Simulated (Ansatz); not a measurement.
ClH6NSi2 (SMILES [SiH3]N[SiH2]Cl) moved off its minimum; all values from Ansatz (an electronic-structure program), cores frozen in correlated methods.
(charge 0, multiplicity 1)
```xyz
10

Si    -2.1799    -0.4190    -0.2356
N     -0.5983    -0.2996    -0.8938
Si     0.8998    -0.6616    -0.2733
Cl     1.6361     1.0959     0.7998
H     -2.7669     1.0071    -0.0452
H     -2.0940    -0.9778     1.0761
H     -3.1112    -1.1106    -0.9632
H     -0.5680     0.0314    -1.9255
H      1.9015    -0.9919    -1.1764
H      0.7621    -1.6128     0.9260
```

Forces at MP2/aug-cc-pV(T+d)Z (eV/Å):

```tsv
atom	Fx	Fy	Fz
Si1	0.211	3.183	1.463
N2	-0.559	0.491	-3.809
Si3	0.285	0.939	4.216
Cl4	-0.280	-1.014	-0.805
H5	0.429	-1.028	-0.240
H6	0.263	-0.515	0.827
H7	-1.411	-1.403	-1.603
H8	-0.119	-0.652	2.386
H9	1.119	-0.436	-1.343
H10	0.063	0.433	-1.093
```

Question: Give the forces (eV/Å), the total energy and the dipole at CCSD(T)/aug-cc-pV(T+d)Z.

Answer: 
```
atom      Fx      Fy      Fz
----  ------  ------  ------
Si1    0.283   3.134   1.404
N2    -0.573   0.481  -3.786
Si3    0.255   0.944   4.146
Cl4   -0.241  -0.936  -0.753
H5     0.383  -0.931  -0.221
H6     0.256  -0.541   0.900
H7    -1.458  -1.431  -1.626
H8    -0.120  -0.632   2.330
H9     1.160  -0.456  -1.382
H10    0.056   0.368  -1.012
```
Energy -1096.2227 hartree, dipole 3.48 D.
